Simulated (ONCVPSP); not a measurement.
**potassium: one change to an ONCV potential, before and after**

```
Element                 : K (Z = 19)
Generator               : ONCVPSP 4.0.1
Type                    : optimised norm-conserving Vanderbilt (ONCV)
Functional              : PBE
Relativity              : scalar-relativistic
Frozen core             : [Ar]
Valence charge          : 1
Reference configuration : 3d1
Partial waves           : s scattering state at 0.05 Ha: rc 3.35 bohr, ncon 3, nbas 8, qcut 2.1 1/bohr, 2 projectors, debl 3.3 Ha; p scattering state at 0.15 Ha: rc 3.65 bohr, ncon 4, nbas 7, qcut 2.5 1/bohr, 3 projectors, debl 3.5 Ha; 3d: rc 4.00 bohr, ncon 4, nbas 8, qcut 2.7 1/bohr, 3 projectors, debl 1.6 Ha
Local potential         : polynomial inside 2.70 bohr (lpopt 5, dvloc0 1 Ha)
Core correction         : Teter function, fcfact 5.25, rcfact 1.6
```

All-electron outer shells of the reference configuration (PBE, scalar-relativistic, ld1.x):

| shell | level (eV) | outermost node (bohr) | outermost maximum (bohr) |
| --- | --- | --- | --- |
| 3d | -0.63 | – | 7.71 |

Change: d: rc 5.54.

Cutoffs: the cutoffs (Ha) at which the residual kinetic energy of the hardest occupied pseudo-wave falls to 1 and 0.1 mHa per electron; they do not see the model core or the augmentation charge, which bear on the density cutoff. Errors are all-electron minus pseudo energies relative to the spin-unpolarised reference configuration.

How do hardness, ghosts and transferability respond?

The potential gets softer (3.2 Ha and 7.7 Ha → 2.2 Ha and 2.6 Ha); of the 4 tests that both files solve, the error grows in 0 and shrinks in 4 by more than 15 % and 0.3 meV (median size 37.1 → 9.0 meV); neither file shows a bound ghost. A larger radius leaves more room for a smooth pseudo-wave, so fewer plane waves are needed. That the errors move this way runs against the usual rule that smaller radii transfer better.

```csv
quantity,base,changed
"cutoff, loose",3.2 Ha,2.2 Ha
"cutoff, tight",7.7 Ha,2.6 Ha
bound ghosts,none,none
GHOST(+) flags under 300 eV,"s at 92.1 eV, p at 212.7 eV, d at 231.0 eV","s at 92.1 eV, p at 212.7 eV"
"error for 3d0 4s1, meV [ΔE -2.46 eV]",+51,+8.3
"error for 3d0 4s0.5, meV [ΔE -0.82 eV]",+29,+6.9
"error for 3d0 4p1, meV [ΔE -0.90 eV]",+45,+36
"error for 3d0.5 4s0.5, meV [ΔE -1.24 eV]",+26,+9.7
s: phases at 3.39 bohr within 0.05 rad from the reference energy up to (Ha; the scan ends near 5),0.7,0.7
p: phases at 3.71 bohr within 0.05 rad from the reference energy up to (Ha; the scan ends near 5),0.9,0.9
"rms error of d²Exc/dni dnj with the model core, mHa",3.83,2.96
```

Base: The cutoffs count occupied waves only; projector 2 of the s channel, the hardest unoccupied one, needs 30 Ha at the loose tolerance. Changed file: The cutoffs count occupied waves only; projector 2 of the s channel, the hardest unoccupied one, needs 30 Ha at the loose tolerance.
